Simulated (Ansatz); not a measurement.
```yaml
crystal:
  periodic: [false, false, false]
  atoms:
    - {symbol: B, position_ang: [-1.458931, 0.510162, -1.390056]}
    - {symbol: Sn, position_ang: [0.374172, 0.667925, -0.099393]}
    - {symbol: C, position_ang: [0.721651, -1.055515, 1.131373]}
    - {symbol: H, position_ang: [-2.120915, -0.484598, -1.422163]}
    - {symbol: H, position_ang: [-1.797397, 1.429016, -2.074550]}
    - {symbol: H, position_ang: [0.269578, 2.047060, 0.916445]}
    - {symbol: H, position_ang: [1.753256, 0.905792, -1.093783]}
    - {symbol: H, position_ang: [-0.119143, -1.205376, 1.809189]}
    - {symbol: H, position_ang: [0.830969, -1.942403, 0.506603]}
    - {symbol: H, position_ang: [1.629859, -0.923263, 1.719337]}
basis:
  gaussian: {orbitals: STO-3G, fitting: {mean_field: cc-pVTZ-jkfit}, point_charges: [{charge: 0.50, position_ang: [5.168, -0.186, -0.798]}]}
total_charge: -1
magnetization: {spin_polarized: true, initial_magnetization: 1}
hamiltonian: {xc: {name: PBE}}
output: {forces: true}
```

```sh
$ ansatz run in.yaml --threads 2 --pin off --events-out ev --progress --plain --max-ram 4352MiB
```

(1) How does Ansatz answer? (Best estimate.)

## Answers

(1) Ansatz gave: The program refused the input.
```
Functional definition: PBE
Error: <dir> the basis set cc-pVTZ-JKFIT has no functions for Sn
```
